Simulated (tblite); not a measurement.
Compound: C₄H₁₁FO₂Si.
Structure used (GFN2-xTB), in Å, numbered top down from 1:
```
atom  x, y, z in Å
C1    -1.8306    2.0879    0.4075
O2    -1.4893    0.7860    0.0116
Si3   -0.2469   -0.1462    0.4762
O4    -0.2572   -1.4604   -0.4586
C5    -1.3087   -2.3632   -0.6639
C6     1.4489    0.6527    0.0820
C7     2.6566   -0.1872    0.4556
F8     1.5184    1.8637    0.7848
H9    -0.9423    2.7060    0.5377
H10   -2.3836    2.0597    1.3487
H11   -2.4631    2.5168   -0.3704
H12   -0.3408   -0.4501    1.9066
H13   -2.2341   -1.8333   -0.8907
H14   -1.0368   -3.0051   -1.5021
H15   -1.4606   -2.9749    0.2277
H16    1.5175    0.9486   -0.9722
H17    2.6181   -1.1194   -0.0985
H18    2.6431   -0.4096    1.5193
H19    3.5815    0.3372    0.2216
```

All values are computed: GFN2-xTB (tblite) harmonic vibrations without scaling, gas phase. The method is semi-empirical: single wavenumbers can be off by several per cent or more. Modes of hydrogen on silicon can be 10 to 20 % off. One conformer, not necessarily the lowest.

Harmonic wavenumbers (cm⁻¹): 38.9, 76.2, 84.3, 87.7, 100.4, 105.0, 150.2, 200.8, 206.6, 257.5, 267.0, 293.8, 350.6, 432.4, 664.1, 697.3, 720.8, 763.1, 822.3, 906.1, 1001.6, 1065.3, 1125.0, 1127.3, 1131.5, 1134.3, 1138.9, 1157.8, 1163.0, 1255.2, 1288.0, 1396.0, 1406.8, 1416.3, 1474.8, 1475.5, 1479.2, 1480.4, 1483.6, 1496.8, 2237.5, 2905.6, 2959.1, 2962.9, 2981.5, 2989.9, 2991.0, 2993.0, 3022.0, 3046.5, 3062.6.

A = 1855, B = 1402, C = 844.6 MHz; mass 138.051 u (most abundant isotopes); point group C1, symmetry number 1.

Problem. What is the zero-point energy?

Solution. ½Σν̃ = 32537 cm⁻¹ = 93.03 kcal/mol.

Problem. What is S at 350 K and 1 bar for an ideal gas of classical rigid rotors and harmonic oscillators?

Solution. Translation 41.50, rotation 29.85, vibration 45.17: S = 116.5 cal/(mol K).

Problem. And Cp and H(350 K) − H(0)?

Solution. Cp = 45.80 cal/(mol K), of which vibrations give 37.85 (their classical limit is 51 R = 101.3); H(350 K) − H(0) = 10.42 kcal/mol without the zero-point energy, 7.64 from vibrations.

Problem. Blend soft modes into free rotors: weight 1/[1 + (100 cm⁻¹/ν̃)⁴] for the oscillator and the rest for a rotor with moment μB/(μ + B), μ = h/(8π²ν), B = 10⁻⁴⁴ kg m². What vibrational entropy results?

Solution. 40.85 cal/(mol K) in place of 45.17, which changes −T·S at 350 K by +1.51 kcal/mol.

Problem. How do the functions run with temperature in this model?

Solution. 
```tsv
T (K)	S (cal/(mol K))	Cp (cal/(mol K))	H − H(0) (kcal/mol)	G − H(0) (kcal/mol)	ln q(vib)
50	60.9	16.6	0.57	-2.48	0.82
100	75.0	24.3	1.61	-5.89	2.76
298.15	109.5	41.3	8.17	-24.50	10.08
373.15	119.5	47.8	11.51	-33.09	12.46
500	134.9	57.8	18.22	-49.25	16.23
750	161.4	72.5	34.64	-86.38	23.00
1000	183.7	82.4	54.09	-129.59	29.11
```

q(vib) and H(0) count from the zero-point level.

Hindered rotation and anharmonicity are outside this model. Other conformers, if any are populated, would add a mixing term that is left out. The structure is chiral; the term R ln 2 for an equal mix with its mirror image is left out.
